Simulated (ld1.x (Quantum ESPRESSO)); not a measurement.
**What one change does to a pseudopotential (promethium (Pm), TM semilocal)**

- Element: Pm (Z = 61)
- Generator: ld1.x (Quantum ESPRESSO) 7.5
- Type: norm-conserving Troullier–Martins (semilocal form)
- Functional: PBEsol
- Relativity: scalar-relativistic
- Frozen core: [Kr] 4d10 5s2
- Valence charge: 13
- Reference configuration: 4f5 5p6 5d0 6s2 6p0
- Partial waves: 6s (bound): rc 3.85 bohr; 5d (bound, empty): rc 3.35 bohr; 4f (bound): rc 1.05 bohr; 5p (bound): rc 1.90 bohr
- Local potential: the p channel
- Core correction: Bessel-smoothed model core inside 0.95 bohr

Change: all radii but the core radius scaled by about 1.16 (s 4.48, p 2.22, d 3.90, f 1.22 bohr).

Cutoffs: the cutoffs (Ry, on a coarse ladder) from which the occupation-weighted sum of valence levels, in a spherical-Bessel basis at the reference potential, stays within 10 and 1 mRy of its value at 400 Ry; they do not see the model core or the augmentation charge, which bear on the density cutoff. Errors are all-electron minus pseudo energies relative to the spin-unpolarised reference configuration.

Question: Predict the effect on cutoff, ghosts and configuration errors.

Answer: Of the 7 tests that both files solve, the error grows in 3 and shrinks in 3 by more than 15 % and 0.3 meV (median size 10.7 → 8.9 meV); neither file shows a bound ghost at the reference potential, the only one tested. A semilocal file is local in each channel, so a ghost entry of none says nothing of the separable form that plane-wave codes build from it.

```csv
quantity,base,changed
"cutoff, loose",300 Ry,230 Ry
"cutoff, tight",over 300 Ry,260 Ry
loose cutoff by channel (10 mRy a level),"s 6 Ry, f 260 Ry, p 25 Ry","s 6 Ry, f 200 Ry, p 12 Ry"
bound ghosts,none,none
"error for 4f5 5p6 5d0 6s1 6p0, meV [ΔE 5.89 eV]",-1.7,-2.1
"error for 4f5 5p6 5d0 6s0 6p0, meV [ΔE 16.73 eV]",-23,-49
"error for 4f4 5p6 5d0 6s0 6p0, meV [ΔE 39.97 eV]",+11,-33
"error for 4f5 5p6 5d1 6s0 6p0, meV [ΔE 7.09 eV]",-31,-8.9
"error for 4f5 5p6 5d0 6s1.5 6p0, meV [ΔE 2.35 eV]",-0.5,-0.4
"error for 4f5 5p6 5d1 6s1 6p0, meV [ΔE 1.86 eV]",-8.9,+4.1
"error for 4f3 5p6 5d0 6s0 6p0, meV [ΔE 81.12 eV]",-834,-529
```

Base: These tests converged, but a pseudo level misses the all-electron one widely, so the file describes the atom poorly there or has found another state: 4f5 5p6 5d0 6s0 6p0: empty 6p by 6.7 eV. Changed file: These tests converged, but a pseudo level misses the all-electron one widely, so the file describes the atom poorly there or has found another state: 4f5 5p6 5d0 6s0 6p0: empty 6p by 6.7 eV.
